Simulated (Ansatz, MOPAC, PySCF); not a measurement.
Complex: NH3 (SMILES N) (first 4 atoms) with SiH4 (SMILES [SiH4]); geometry from B3LYP-D3(BJ)/def2-TZVP, rigid monomers moved along the line of their centres of mass till N1···Si5 is 4.19 Å.
(charge 0, multiplicity 1):
```
atom    x (Å)    y (Å)    z (Å)
----  -------  -------  -------
N      0.0695   0.1640  -0.0073
H     -0.7442   0.6433   0.3597
H      0.0378  -0.7928   0.3247
H      0.8905   0.6013   0.3945
Si    -0.0241   0.0109   4.1834
H      1.2111   0.6985   3.7457
H     -0.0575  -0.0433   5.6627
H     -0.0439  -1.3663   3.6417
H     -1.2064   0.7538   3.6930
```

Counterpoise-corrected where a basis set is named; no monomer relaxation. Rows marked so take none.

Correlated levels freeze the cores. CBS: X⁻³ extrapolation of the correlation energy, Hartree–Fock from the larger set. Rows in 3-21G, 6-31G* carry no dispersion term and start afresh at each structure (6-31G* with six Cartesian d functions). MP2/6-31G* freezes PySCF's default core. The state that AM1, PM6 reach isn't checked.

Run with Ansatz (Gaussian orbitals); MOPAC for AM1, PM6 (differences of heats of formation); PySCF for 3-21G rows, 6-31G* rows, the dispersion terms. 

```tsv
level	interaction energy (kcal/mol)
AM1	0.21
PM6	-0.27
HF/3-21G (no counterpoise)	-1.45
PBE/def2-TZVPPD	-0.44
r2SCAN-D3(BJ)/def2-TZVPPD	-0.86
PBE0/def2-TZVPPD	-0.34
MP2/6-31G* (no counterpoise)	-1.67
MP2/CBS(aug-cc-pV(D+d)Z, aug-cc-pV(T+d)Z)	-0.59
CCSD(T)/CBS(aug-cc-pV(D+d)Z, aug-cc-pV(T+d)Z)	?
```

Question: Fill in the missing entries.

Answer: 
- CCSD(T)/CBS(aug-cc-pV(D+d)Z, aug-cc-pV(T+d)Z), interaction energy (kcal/mol): -0.67

Ansatz is a quantum-chemistry and plane-wave program.
